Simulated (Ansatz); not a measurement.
Z-matrix (Å, degrees):
```
C
O 1 1.404
H 1 1.093 2 109.5
H 1 1.096 2 112.3 3 -120.5
H 1 1.093 2 109.4 3 119.0
B 2 1.366 1 123.6 3 120.0
Si 6 2.037 2 124.5 1 0.0
N 6 1.402 2 116.9 1 -180.0
H 7 1.492 6 110.0 2 180.0
H 7 1.492 6 112.6 2 60.3
H 7 1.492 6 112.6 2 -60.3
H 8 1.007 6 122.2 2 0.0
H 8 1.003 6 123.1 2 -180.0
```

Total charge 0; spin multiplicity 1.

List the PBE0/def2-TZVPP orbital energies in eV (Ansatz). (An estimate is asked.)

The calculation gave: Occupied: -1801.88, -522.85, -391.09, -279.42, -184.86, -144.28, -98.94, -98.94, -98.90, -28.83, -24.19, -19.50, -15.51, -14.81, -13.82, -13.39, -12.84, -12.22, -9.83, -9.72, -9.40, -9.20, -7.83, -7.67. Lowest empty: 0.18, 0.94, 1.05, 1.70, 1.85, 2.25, 2.50, 2.52.
